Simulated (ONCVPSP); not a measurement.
## An all-electron radial function and its pseudo partner (hydrogen)

Columns: radius, all-electron u(r) and pseudo u(r) of the 1s shell (level -6.33 eV) of hydrogen in the configuration 1s1; PBEsol, scalar-relativistic, ONCV scheme, ONCVPSP 4.0.1.

| r (bohr) | all-electron | pseudo |
| --- | --- | --- |
| 0.055 | 0.0978 | 0.0774 |
| 0.110 | 0.1852 | 0.1545 |
| 0.165 | 0.2629 | 0.2301 |
| 0.220 | 0.3316 | 0.3021 |
| 0.275 | 0.3922 | 0.3685 |
| 0.330 | 0.4454 | 0.4286 |
| 0.385 | 0.4918 | 0.4828 |
| 0.440 | 0.5321 | 0.5318 |
| 0.495 | 0.5668 | 0.5750 |
| 0.550 | 0.5963 | 0.6107 |
| 0.605 | 0.6212 | 0.6379 |
| 0.660 | 0.6420 | 0.6566 |
| 0.715 | 0.6590 | 0.6691 |
| 0.770 | 0.6726 | 0.6779 |
| 0.825 | 0.6831 | 0.6851 |
| 0.880 | 0.6908 | 0.6913 |
| 0.935 | 0.6960 | 0.6960 |
| 0.990 | 0.6989 | 0.6989 |
| 1.045 | 0.6999 | 0.6999 |
| 1.100 | 0.6990 | 0.6990 |
| 1.155 | 0.6965 | 0.6965 |
| 1.210 | 0.6926 | 0.6926 |
| 1.265 | 0.6874 | 0.6874 |
| 1.320 | 0.6811 | 0.6811 |
| 1.375 | 0.6737 | 0.6737 |
| 1.430 | 0.6655 | 0.6655 |

Q: How many radial nodes do the two functions have?

A: The all-electron 1s function has n − l − 1 = 0; the pseudo-wave has 0.

Q: At about which radius was the pseudo-wave matched?

A: 1.05 bohr. The columns agree to 0.0005 from 0.94 bohr on; several derivatives are matched, so the curves merge somewhat inside the radius.

Q: Is the pseudo-wave norm-conserving?

A: Yes: the ONCV scheme keeps the norm inside the radius equal to the all-electron one, which fixes the energy derivative of the logarithmic derivative at the level.
